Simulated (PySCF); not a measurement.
## Fine-structure interval of La(22+) by level of theory

La(22+) [Ar] 3d10 4s2 4p5 [4p1/2^2 4p3/2^3, M_J = 3/2] → La(22+) [Ar] 3d10 4s2 4p5 [4p1/2^1 4p3/2^4, M_J = 1/2], as a difference of total energies. Calculation: PySCF 2.14, in an even-tempered Gaussian basis (18 s from 1.5 bohr⁻², ratio 2.8; 14 p from 2 bohr⁻², ratio 2.8; 9 d from 3.5 bohr⁻², ratio 2.8; 4 f from 12 bohr⁻², ratio 3); the two-component X2C-1e Hamiltonian. Correlated levels: [Ne] frozen; the 92 highest virtual spinors dropped. "Screened" scales the spin-orbit matrix elements by Boettger's factors to mimic the two-electron term; Breit and QED terms are absent.

| method | fine-structure interval (cm⁻¹) |
| --- | --- |
| GHF (screened spin-orbit) | 180700 |
| GMP2 (screened spin-orbit) | 181550 |
| GHF (bare spin-orbit) | 187680 |
